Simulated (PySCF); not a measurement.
C6H15N, charge +1, doublet, geometry from GFN2-xTB (a state made from the parent by changing its charge; the spin is typed, not shown lowest); CCSD/STO-3G in PySCF.

The PySCF input:
```python
from pyscf import gto, scf, cc

mol = gto.Mole()
mol.atom = '''
    C     2.04556317    1.00876363    0.44206370
    C     1.25666026   -0.27551369    0.04893544
    C     1.98416459   -0.99468398   -1.07878530
    N    -0.04742303    0.09307016   -0.33773525
    C    -1.17943021    0.12394571    0.50107815
    C    -2.11900329    1.25931195    0.11849687
    C    -1.92988842   -1.23578133    0.38174365
    H     2.13631071    1.66895406   -0.41579863
    H     1.54117937    1.53137485    1.24983213
    H     3.03685908    0.71266942    0.77140643
    H     1.19414859   -0.89810292    0.95043517
    H     1.45109354   -1.90218642   -1.35463330
    H     2.98511931   -1.26499510   -0.75529302
    H     2.07520103   -0.36432368   -1.96086120
    H    -0.18360687    0.36033805   -1.30760346
    H    -0.84412842    0.21117012    1.54232328
    H    -2.47737358    1.15360825   -0.90331382
    H    -1.61172168    2.21742749    0.21067883
    H    -2.98192610    1.25872826    0.77803430
    H    -1.27352995   -2.05665077    0.65630191
    H    -2.78017939   -1.21641667    1.05660386
    H    -2.28388095   -1.37933977   -0.63516075
'''
mol.basis = 'sto-3g'
mol.charge = 1
mol.spin = 1
mol.verbose = 4
mol.build()

mf = scf.UHF(mol)
mf.kernel()

mycc = cc.CCSD(mf, frozen=8)
mycc.kernel()
print('E(CCSD) = %.10f' % mycc.e_tot)
mf.analyze()
```

Q: Predict the main parts of the log of this PySCF run.

A: 
```
PySCF version 2.14.0

[INPUT] verbose = 4
[INPUT] num. atoms = 22
[INPUT] num. electrons = 57
[INPUT] charge = 1
[INPUT] spin (= nelec alpha-beta = 2S) = 1
[INPUT] symmetry False subgroup None
[INPUT] Mole.unit = angstrom
[INPUT] Symbol           X                Y                Z      unit          X                Y                Z       unit  Magmom
[...]
nuclear repulsion = 335.887009531746
number of shells = 36
number of NR pGTOs = 150
number of NR cGTOs = 50
basis = sto-3g
ecp = {}

******** <class 'pyscf.scf.uhf.UHF'> ********
method = UHF
initial guess = minao
damping factor = 0
level_shift factor = 0
DIIS = <class 'pyscf.scf.diis.CDIIS'>
diis_start_cycle = 1
diis_space = 8
diis_damp = 0
SCF conv_tol = 1e-09
SCF conv_tol_grad = None
SCF max_cycles = 50
direct_scf = True
direct_scf_tol = 1e-13
number electrons alpha = 29  beta = 28
Set gradient conv threshold to 3.16228e-05
init E= -288.24009530768

cycle= 1 E= -286.669270476221  delta_E= 1.57  |g|= 0.274  |ddm|= 3.77
cycle= 2 E= -286.738314213843  delta_E= -0.069  |g|= 0.0847  |ddm|= 0.496
cycle= 3 E= -286.747920808553  delta_E= -0.00961  |g|= 0.0392  |ddm|= 0.156
cycle= 4 E= -286.750842706883  delta_E= -0.00292  |g|= 0.015  |ddm|= 0.097
cycle= 5 E= -286.751386731239  delta_E= -0.000544  |g|= 0.00453  |ddm|= 0.0485
cycle= 6 E= -286.751421417774  delta_E= -3.47e-05  |g|= 0.00158  |ddm|= 0.0143
cycle= 7 E= -286.751425874201  delta_E= -4.46e-06  |g|= 0.000464  |ddm|= 0.00469
cycle= 8 E= -286.751426293326  delta_E= -4.19e-07  |g|= 0.000143  |ddm|= 0.00157
cycle= 9 E= -286.751426328976  delta_E= -3.57e-08  |g|= 6.3e-05  |ddm|= 0.000383
cycle= 10 E= -286.751426337011  delta_E= -8.04e-09  |g|= 2.87e-05  |ddm|= 0.000181
cycle= 11 E= -286.751426338985  delta_E= -1.97e-09  |g|= 6.77e-06  |ddm|= 0.000124
cycle= 12 E= -286.751426339073  delta_E= -8.86e-11  |g|= 2.43e-06  |ddm|= 2.32e-05
Extra cycle  E= -286.751426339081  delta_E= -8.07e-12  |g|= 1.53e-06  |ddm|= 3.99e-06
converged SCF energy = -286.751426339081  <S^2> = 0.76418008  2S+1 = 2.0141302

******** <class 'pyscf.cc.uccsd.UCCSD'> ********
CC2 = 0
CCSD nocc = (np.int64(21), np.int64(20)), nmo = (42, 42)
frozen orbitals 8
max_cycle = 50
direct = 0
conv_tol = 1e-07
conv_tol_normt = 1e-06
diis_space = 6
diis_start_cycle = 0
diis_start_energy_diff = 1e+09
Init t2, MP2 energy = -0.329384064818253
Init E_corr(UCCSD) = -0.329384064820191
cycle = 1  E_corr(UCCSD) = -0.401150405408392  dE = -0.0717663406  norm(t1,t2) = 0.0987633
cycle = 2  E_corr(UCCSD) = -0.423168298909221  dE = -0.0220178935  norm(t1,t2) = 0.0385124
cycle = 3  E_corr(UCCSD) = -0.436875624878188  dE = -0.013707326  norm(t1,t2) = 0.0180403
cycle = 4  E_corr(UCCSD) = -0.436792876536792  dE = 8.27483414e-05  norm(t1,t2) = 0.00445469
cycle = 5  E_corr(UCCSD) = -0.436751977398675  dE = 4.08991381e-05  norm(t1,t2) = 0.00160646
cycle = 6  E_corr(UCCSD) = -0.436749647500147  dE = 2.32989853e-06  norm(t1,t2) = 0.000612785
cycle = 7  E_corr(UCCSD) = -0.436734578600215  dE = 1.50688999e-05  norm(t1,t2) = 0.000183463
cycle = 8  E_corr(UCCSD) = -0.436736060952301  dE = -1.48235209e-06  norm(t1,t2) = 5.95162e-05
cycle = 9  E_corr(UCCSD) = -0.436737099265164  dE = -1.03831286e-06  norm(t1,t2) = 2.59321e-05
cycle = 10  E_corr(UCCSD) = -0.436737475543599  dE = -3.76278435e-07  norm(t1,t2) = 1.03578e-05
cycle = 11  E_corr(UCCSD) = -0.436737026651074  dE = 4.48892525e-07  norm(t1,t2) = 3.33859e-06
cycle = 12  E_corr(UCCSD) = -0.436736733839776  dE = 2.92811299e-07  norm(t1,t2) = 1.49639e-06
cycle = 13  E_corr(UCCSD) = -0.436736653815316  dE = 8.00244594e-08  norm(t1,t2) = 7.00485e-07
UCCSD converged
E(UCCSD) = -287.1881629928967  E_corr = -0.4367366538153161
E(CCSD) = -287.1881629929
**** SCF Summaries ****
Total Energy =                        -286.751426339081320
Nuclear Repulsion Energy =             335.887009531746173
One-electron Energy =                -1041.182088844081591
Two-electron Energy =                  418.543652973254098
Two-electron Coulomb Energy =          461.382778737328294
DFT Exchange-Correlation Energy =      -42.839125764074197
**** MO energy ****
                             alpha | beta                alpha | beta
[...]
To work with the spin densities directly, `use mulliken_meta_spin()` only printing them here.

 ** Mulliken spin pop alpha/beta on meta-lowdin orthogonal AOs **
 ** Mulliken Spin Density (per AO)  **
spin_pop of  0 C 1s       -0.00000
spin_pop of  0 C 2s        0.01300
spin_pop of  0 C 2px       0.02348
spin_pop of  0 C 2py       0.03790
spin_pop of  0 C 2pz       0.00954
spin_pop of  1 C 1s        0.00000
spin_pop of  1 C 2s       -0.01610
spin_pop of  1 C 2px      -0.04444
spin_pop of  1 C 2py      -0.02377
spin_pop of  1 C 2pz      -0.01483
spin_pop of  2 C 1s       -0.00000
spin_pop of  2 C 2s        0.00440
spin_pop of  2 C 2px       0.00766
spin_pop of  2 C 2py       0.00541
spin_pop of  2 C 2pz       0.01019
spin_pop of  3 N 1s       -0.00002
spin_pop of  3 N 2s        0.06828
spin_pop of  3 N 2px       0.08263
spin_pop of  3 N 2py       0.78796
spin_pop of  3 N 2pz       0.09184
spin_pop of  4 C 1s        0.00000
spin_pop of  4 C 2s       -0.01610
spin_pop of  4 C 2px      -0.03680
spin_pop of  4 C 2py      -0.02269
spin_pop of  4 C 2pz      -0.02354
spin_pop of  5 C 1s       -0.00000
spin_pop of  5 C 2s        0.00440
spin_pop of  5 C 2px       0.01041
spin_pop of  5 C 2py       0.01035
spin_pop of  5 C 2pz       0.00250
spin_pop of  6 C 1s       -0.00000
spin_pop of  6 C 2s        0.01300
spin_pop of  6 C 2px       0.02145
spin_pop of  6 C 2py       0.04502
spin_pop of  6 C 2pz       0.00446
spin_pop of  7 H 1s       -0.00513
spin_pop of  8 H 1s       -0.00522
spin_pop of  9 H 1s        0.00002
spin_pop of  10 H 1s        0.01634
spin_pop of  11 H 1s       -0.00211
spin_pop of  12 H 1s       -0.00184
spin_pop of  13 H 1s       -0.00205
spin_pop of  14 H 1s       -0.05565
spin_pop of  15 H 1s        0.01634
spin_pop of  16 H 1s       -0.00205
spin_pop of  17 H 1s       -0.00211
spin_pop of  18 H 1s       -0.00184
spin_pop of  19 H 1s       -0.00522
spin_pop of  20 H 1s        0.00002
spin_pop of  21 H 1s       -0.00513
 ** Mulliken Spin Density (per atom)  **
spin density of  0 C =      0.08393
spin density of  1 C =     -0.09913
spin density of  2 C =      0.02766
spin density of  3 N =      1.03070
spin density of  4 C =     -0.09913
spin density of  5 C =      0.02766
spin density of  6 C =      0.08393
spin density of  7 H =     -0.00513
spin density of  8 H =     -0.00522
spin density of  9 H =      0.00002
spin density of  10 H =      0.01634
spin density of  11 H =     -0.00211
spin density of  12 H =     -0.00184
spin density of  13 H =     -0.00205
spin density of  14 H =     -0.05565
spin density of  15 H =      0.01634
spin density of  16 H =     -0.00205
spin density of  17 H =     -0.00211
spin density of  18 H =     -0.00184
spin density of  19 H =     -0.00522
spin density of  20 H =      0.00002
spin density of  21 H =     -0.00513
 ** Mulliken pop alpha/beta on meta-lowdin orthogonal AOs **
 ** Mulliken pop       alpha | beta **
In total            29.00000 | 28.00000
 ** Mulliken atomic charges   ( Nelec_alpha | Nelec_beta ) **
charge of  0C =     -0.09339  (     3.08866      3.00473 )
charge of  1C =      0.06506  (     2.91791      3.01704 )
charge of  2C =     -0.10640  (     3.06703      3.03937 )
charge of  3N =      0.14072  (     3.94499      2.91429 )
charge of  4C =      0.06506  (     2.91791      3.01704 )
charge of  5C =     -0.10640  (     3.06703      3.03937 )
charge of  6C =     -0.09339  (     3.08866      3.00473 )
charge of  7H =      0.05649  (     0.46919      0.47432 )
charge of  8H =      0.05623  (     0.46928      0.47449 )
charge of  9H =      0.07615  (     0.46194      0.46191 )
charge of  10H =      0.07658  (     0.46988      0.45354 )
charge of  11H =      0.05664  (     0.47063      0.47274 )
charge of  12H =      0.07607  (     0.46104      0.46289 )
charge of  13H =      0.05494  (     0.47151      0.47356 )
charge of  14H =      0.22257  (     0.36089      0.41654 )
charge of  15H =      0.07658  (     0.46988      0.45354 )
charge of  16H =      0.05494  (     0.47151      0.47356 )
charge of  17H =      0.05664  (     0.47063      0.47274 )
charge of  18H =      0.07607  (     0.46104      0.46289 )
charge of  19H =      0.05623  (     0.46928      0.47449 )
charge of  20H =      0.07615  (     0.46194      0.46191 )
charge of  21H =      0.05649  (     0.46919      0.47432 )

WARN: System has nonzero charge 1; the dipole moment is origin-dependent.
Location of origin: [0. 0. 0.]

Dipole moment(X, Y, Z, Debye): -0.11765,  0.23090, -0.83789
```
